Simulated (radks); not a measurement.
Q: Species: the samarium ion Sm2+. Configuration: [Xe] 4f6. Method: scalar-relativistic Kohn-Sham, AM05, spin-polarised, spherical densities, finite nucleus; open shells are filled with parallel spins first (spin-orbit coupling, left out, can overturn this in heavy ions); Fermi nuclear charge, rms radius 5.0819 fm; computed with a radial shooting solver on a logarithmic mesh with Libxc functionals. Some entries of the table are withheld. Estimate them.

orbital,occ.,eigenvalue (eV),<r> (bohr),<1/r> (bohr^-1)
1s up,1,-46642.55,0.02276,68.76
1s down,1,-46642.55,0.02276,68.76
2s up,1,-7633.532,0.09707,15.92
2s down,1,-7633.476,0.09707,15.92
2p up,3,-6813.453,0.08550,14.94
2p down,3,-6813.415,0.08550,14.94
3s up,1,-1682.359,0.2553,5.820
3s down,1,-1680.420,0.2551,5.825
3p up,3,-1425.943,0.2536,5.488
3p down,3,-1424.015,0.2534,5.494
3d up,5,-1077.999,0.2312,5.211
3d down,5,-1076.502,0.2309,5.216
4s up,1,-345.7343,0.5797,2.447
4s down,1,-341.1388,0.5795,2.447
4p up,3,-261.4578,0.6139,2.251
4p down,3,-256.8613,0.6137,2.251
4d up,5,-143.2020,0.6714,1.974
4d down,5,-138.5977,0.6719,1.973
5s up,1,-57.6322,1.400,0.9465
5s down,1,-54.8797,1.422,0.9283
5p up,3,-37.2676,1.633,(1)
5p down,3,-35.2101,1.669,(2)
4f up,6,-17.0432,0.9724,1.379
4f down,0,-13.0374,1.049,1.324

A: 
(1) 5p up <1/r> (bohr^-1): 0.7997
(2) 5p down <1/r> (bohr^-1): 0.7787
